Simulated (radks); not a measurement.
Results of a calculation; reference values are marked as such.
Problem. Ionisation of Ga3+, [Ar] 3d10, to Ga4+, [Ar] 3d9, under several functionals. Scalar-relativistic Kohn-Sham, spin-polarised, spherical densities, finite nucleus; open shells are filled with parallel spins first; a radial shooting solver on a logarithmic mesh with Libxc functionals. The NIST Atomic Spectra Database gives 63.24 eV (measured). Rank these functionals by the error of their Delta-SCF ionisation energy: AM05; PBE; MS2 meta-GGA; LDA (Slater exchange, Perdew-Zunger correlation); revPBE; RPBE; BP86.

Solution. From best to worst: MS2 meta-GGA 63.432 eV (+0.191); revPBE 63.435 eV (+0.194); RPBE 63.439 eV (+0.198); AM05 63.553 eV (+0.312); PBE 63.554 eV (+0.313); BP86 63.621 eV (+0.380); LDA (Slater exchange, Perdew-Zunger correlation) 63.922 eV (+0.681). Open shells are spherical and high-spin; term and fine-structure splittings are not resolved.
